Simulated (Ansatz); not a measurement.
F₄Ga₂H₂ (`[F][Ga@H-]1[F+][Ga@@H-]([F])[F+]1`), relaxed with RKS PBE0-D4/def2-TZVP in Ansatz from a GFN2-xTB geometry. The force threshold is 0.005 eV/Å; the program also tests the step.

Total charge 0; spin multiplicity 1.

Start:

```xyz
8

F    -2.138    1.968   -0.075
Ga   -1.415    0.455   -0.478
F     0.510    0.548   -0.973
Ga    1.413   -0.490    0.460
F     2.468    0.441    1.456
F    -0.495   -0.471    1.024
H    -2.036   -0.602   -1.327
H     1.694   -1.849   -0.086
```

(1) By how much does the energy fall, and how many steps does the optimiser take? (Estimate.)

(2) Which bonds change most? (An estimate is asked.)

(3) Give the relaxed structure. (Best estimate.)

Answers

(1) The calculation gave: 29.92 kJ/mol, in 6 steps.

(2) Ansatz gave: Ga2–F6 from 1.990 to 1.924 Å; Ga2–F3 from 1.990 to 1.924 Å; Ga4–F6 from 1.990 to 1.924 Å.

(3) The calculation gave: 
```xyz
8

F    -1.646    1.959    0.168
Ga   -1.350    0.377   -0.485
F     0.486    0.404   -1.058
Ga    1.330   -0.513    0.407
F     2.024    0.739    1.389
F    -0.515   -0.609    0.941
H    -2.254   -0.485   -1.377
H     1.924   -1.873    0.014
```
